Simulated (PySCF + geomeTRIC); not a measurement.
A geometry relaxed with TPSSh-D3(BJ)/def2-TZVP (PySCF + geomeTRIC), charge 0, multiplicity 2:

```xyz
3

Al    -0.0002     0.7255     0.0000
Cl    -1.8128    -0.3542     0.0000
Cl     1.8129    -0.3532     0.0000
```

Problem. Write the SMILES of this molecule.

Solution. `[Cl][Al][Cl]`
